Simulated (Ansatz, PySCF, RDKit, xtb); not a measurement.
Noncovalent pair: N2 (SMILES N#N) (first 2 atoms) with HI (SMILES I); geometry from B3LYP-D3(BJ)/def2-TZVP, rigid monomers moved along the line of their centres of mass till N2···H4 is 3.00 Å.
(charge 0, multiplicity 1):
```xyz
4

N      0.102     0.110    -1.005
N      0.210     0.119     0.080
I      0.535     0.163     4.679
H      0.450     0.147     3.066
```

Counterpoise-corrected where a basis set is named; no monomer relaxation. RDKit's UFF carries no charges.

Frozen-core correlation. Filled d and f shells under p-block atoms count as core.

The values were computed with Ansatz (Gaussian basis) for Hartree–Fock, density functionals and correlated methods; PySCF for the dispersion terms; RDKit for the force fields; xtb for the GFN methods.  In def2 rows elements past Kr take small-core potentials, without spin–orbit coupling.

| level | interaction energy (kcal/mol) |
|---|---|
| UFF | -0.20 |
| GFN2-xTB | -0.89 |
| PBE-D3(BJ)/def2-TZVPPD | ? |
| r2SCAN-D3(BJ)/def2-TZVPPD | -0.50 |
| r2SCAN-D4/def2-TZVPPD | -0.48 |
| PBE0/def2-TZVPPD | -0.46 |
| wB97X-V/def2-TZVPPD | -0.62 |
| SCS-MP2/def2-SVPD | -0.65 |
| CCSD/def2-SVPD | -0.59 |

### Question
What belongs in the gaps?

### Answer

- PBE-D3(BJ)/def2-TZVPPD, interaction energy (kcal/mol): -0.83

Ansatz is a quantum-chemistry and plane-wave program.
